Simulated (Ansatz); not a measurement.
## What each rung costs, and what it gives

The pair of K⁺ (SMILES [K+], atom 1) and BCl$_{3}$ (SMILES ClB(Cl)Cl, atoms 2–5), both closed shells, in one local arrangement (a lower one may exist), relaxed at PBE0-D4/def2-TZVP:

```xyz
5
angstrom
K 0.0877 0.4003 -2.9871
Cl -1.4650 -0.3024 -0.2107
B -0.0227 -0.1038 0.7742
Cl 1.4723 0.3357 -0.0390
Cl -0.0723 -0.3299 2.4627
```

Interaction energies are counterpoise-corrected; the time is that of the whole pair.

Program: Ansatz 0.2.0. Basis: as named in each row. Cores are frozen in the correlated methods. The outer core shell of Li, Na, Mg and K is correlated. The def2 sets are not built for correlating such inner shells, so the correlated values are less sure here. B3LYP uses VWN-RPA correlation. Extrapolation: Hartree–Fock as exp(−7.88 √X), correlation as X^−2.97.

Times are rough, for one single point on 4 threads of a shared host (Arm Neoverse V2).

The estimate by CCSD(T) at an estimated basis limit (MP2 extrapolated from triple and quadruple zeta, plus CCSD(T) − MP2 in triple zeta) is -41.9 kJ/mol.

```tsv
method	basis	time (s)	interaction energy (kJ/mol)	method less estimate
HF	STO-3G	under 1	-25.7	16.2
PBE-D4	STO-3G	under 1	-47.4	-5.5
SPW92	def2-SVP	under 1	-50.6	-8.6
PBE-D4	def2-SVP	under 1	-44.6	-2.7
B3LYP-D4	6-31G	1	-32.9	9.0
PBE0-D4	def2-SVP	1	-42.0	-0.1
CCSD(T)	def2-SVP	2	-35.7	6.2
PBE-D4	def2-TZVPPD	2	-43.2	-1.2
revPBE-D4	def2-TZVPPD	2	-39.5	2.4
BLYP-D4	def2-TZVPPD	2	-42.4	-0.5
HSE06-D4	def2-TZVPPD	4	-41.8	0.1
PBE0-D4	def2-TZVPPD	4	-41.8	0.2
B3LYP-D4	def2-TZVPPD	4	-42.6	-0.6
r2SCAN-D4	def2-TZVPPD	5	-40.4	1.5
wB97M-V	def2-SVP	5	-44.1	-2.1
B2PLYP	def2-TZVPPD	6	-37.6	4.4
wB97X-V	def2-TZVPPD	8	-41.2	0.7
B97M-V	def2-TZVPPD	9	-41.4	0.6
wB97M-V	def2-TZVPPD	10	-41.9	0.1
MP2	def2-QZVPPD	15	-41.2	0.8
CCSD(T)	def2-TZVPPD	81	-37.0	5.0
```

No T1 diagnostic of these runs exceeds 0.012.
